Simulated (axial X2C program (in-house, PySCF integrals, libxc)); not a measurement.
**ZrH⁺: cheaper levels and CCSD(T), with spin–orbit coupling**

Calculated with an axial X2C code built on PySCF integrals. Two-component (2c) means X2C with spin–orbit coupling and atomic mean-field two-electron Coulomb and Gaunt terms. Basis: Zr dyall-cv3z [11s12p9d6f3g], H dyall-v3z [6s2p1d] (cores contracted in-house); Gaussian nuclei, density fitting, unrestricted open shells. Masses: Zr 89.905 u, H 1.008 u.

State: Ω = 1 (⟨Sz⟩ = -0.98, ⟨Lz⟩ = 1.98 at HF); fragments Zr+ + H.

```
level  Re (Å)  ωe (cm⁻¹)
 PBE0   1.802     1763.8
   HF   1.828     1718.4
  MP2   1.785     1856.1
 CCSD   1.806     1769.4
  PBE   1.809     1732.8
```

Correlated methods: 12 electrons correlated (number of frozen shells: Zr 3 s, 2 p, 1 d; H none), 242 virtual spin orbitals or spinors in MP2, 90 natural virtuals in coupled cluster.

CCSD(T), same Hamiltonian and basis:

Re = 1.807 Å, ωe = 1764.6 cm⁻¹; T1 = 0.016 (Lee–Taylor normalisation).

**Question.** Give the differences from CCSD(T) in the columns below.

**Answer.** 

| level | ΔRe (Å) | Δωe (cm⁻¹) |
| --- | --- | --- |
| PBE0 | -0.005 | -1 |
| HF | 0.021 | -46 |
| MP2 | -0.022 | 92 |
| CCSD | -0.001 | 5 |
| PBE | 0.002 | -32 |

The state is one determinant whose occupation by symmetry is held fixed; it was picked as the lowest of a PBE0 search that is not exhaustive. De is not given where an atomic determinant may have missed its ground term or J level, or where the truncated virtual space spoils (T). Density functionals use the spin component along the axis (collinear). CCSD and (T) use frozen natural virtuals with an MP2 correction for the truncation; (T) itself is uncorrected, so its De runs slightly low. PBE0 can misorder states that lie within some tenths of an eV, so this need not be the ground state of the molecule. The nearest other 2c determinant of the search, Ω = 2, lies 0.10 eV up at the distance of the search. Without a current term, density functionals place determinants with orbital angular momentum somewhat too high. With several unpaired electrons one determinant need not be a pure state.
